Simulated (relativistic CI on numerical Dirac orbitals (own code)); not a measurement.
Calculated at this level of theory: Dirac-Coulomb-Breit CI, KLI orbitals optimised for each configuration, model QED, unscaled Slater integrals (own radial code, finite nucleus).

The strongest absorption lines from the ground level of an ion, among the configurations computed and to levels below about 2190 eV (vacuum wavelength in Å, gf): 5.6675 (0.052), 5.6717 (0.027), 6.3179 (0.12), 6.3282 (0.064), 8.4048 (0.49), 8.4482 (0.26), 153.27 (0.094), 224.17 (0.032).

(1) Which ion is it?
A. Cu26+
B. Cu24+
C. Mn22+
D. Ga28+

## Answers

(1) A. Cu26+ has 3 electrons and the ground level 2s 2S_1/2; the strongest line goes to 3p 2P°_3/2. The pattern of lines fixes the number of electrons, and along that sequence the line energies rise steadily with the charge (about as its square where n changes within one kind of shell, about linearly where n is kept but much faster in heavy ions where fine structure, which grows about as Z⁴, sets the gap, and irregularly where shells cross), which fixes Z. Configurations outside the model, such as inner-shell arrays, can give stronger lines. At this charge energies of transitions that change n are usually good to better than 1 %, and those within a shell (Δn = 0) to a few per cent.
